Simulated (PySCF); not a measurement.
Molfile (atoms numbered from 1):
```
C4H10OSi2
     RDKit          3D

 17 16  0  0  0  0  0  0  0  0999 V2000
    3.0704    0.3577    1.3680 C   0  0  0  0  0  0  0  0  0  0  0  0
    2.0673   -0.3690    0.6208 C   0  0  0  0  0  0  0  0  0  0  0  0
    1.2346   -0.9769   -0.0037 C   0  0  0  0  0  0  0  0  0  0  0  0
   -0.0432   -1.9030   -0.9656 Si  0  0  0  0  0  4  0  0  0  0  0  0
   -1.3690   -0.9862   -1.1666 O   0  0  0  0  0  0  0  0  0  0  0  0
   -2.3852    0.2647   -1.0056 Si  0  0  0  0  0  4  0  0  0  0  0  0
   -1.7100    1.4877    0.2749 C   0  0  0  0  0  0  0  0  0  0  0  0
    3.3679   -0.2144    2.2469 H   0  0  0  0  0  0  0  0  0  0  0  0
    3.9482    0.5289    0.7446 H   0  0  0  0  0  0  0  0  0  0  0  0
    2.6730    1.3199    1.6913 H   0  0  0  0  0  0  0  0  0  0  0  0
    0.4474   -2.1842   -2.3154 H   0  0  0  0  0  0  0  0  0  0  0  0
   -0.4806   -3.0818   -0.2155 H   0  0  0  0  0  0  0  0  0  0  0  0
   -2.4749    0.8724   -2.3353 H   0  0  0  0  0  0  0  0  0  0  0  0
   -3.6553   -0.3229   -0.5730 H   0  0  0  0  0  0  0  0  0  0  0  0
   -0.7335    1.8626   -0.0201 H   0  0  0  0  0  0  0  0  0  0  0  0
   -1.5940    1.0157    1.2469 H   0  0  0  0  0  0  0  0  0  0  0  0
   -2.3700    2.3407    0.3974 H   0  0  0  0  0  0  0  0  0  0  0  0
  1  2  1  0
  2  3  3  0
  3  4  1  0
  4  5  1  0
  5  6  1  0
  6  7  1  0
  1  8  1  0
  1  9  1  0
  1 10  1  0
  4 11  1  0
  4 12  1  0
  6 13  1  0
  6 14  1  0
  7 15  1  0
  7 16  1  0
  7 17  1  0
M  END
```

- geometry from GFN2-xTB
- shieldings: GIAO PBE0/pcSseg-1
- code: PySCF 2.14.0 with density-fitted response routines
- one conformer, no solvent, equivalent nuclei averaged, no relativistic terms

Question: List the cross peaks expected in HSQC, COSY and HMBC spectra.

Answer: 

HSQC (one-bond C–H):
```csv
δH,δC
2.10 (H8/H9/H10),6.0 (C1)
0.39 (H15/H16/H17),0.2 (C7)
```

COSY cross peaks (H two or three bonds apart, from the bond graph; peaks can be absent where the dihedral angle is near 90°):
```csv
δH,δH
5.25 (H13/H14),0.39 (H15/H16/H17)
```

HMBC (two and three bonds, from the bond graph):
```csv
δH,δC
5.25 (H13/H14),0.2 (C7)
5.17 (H11/H12),"112.3 (C2), 86.7 (C3)"
2.10 (H8/H9/H10),"112.3 (C2), 86.7 (C3)"
```

δ = σ(ref) − σ, references computed at the same level: 1H, 13C against TMS.

Shifts are as computed. Against solution values, carbons near 30 ppm lie about +3 ppm off and those near 130 ppm about +5 ppm. Of 1211 compounds with measured shifts, 218 miss one by over three times the rms of a fit or turn the order of signals round; such compounds aren't used in these exercises.
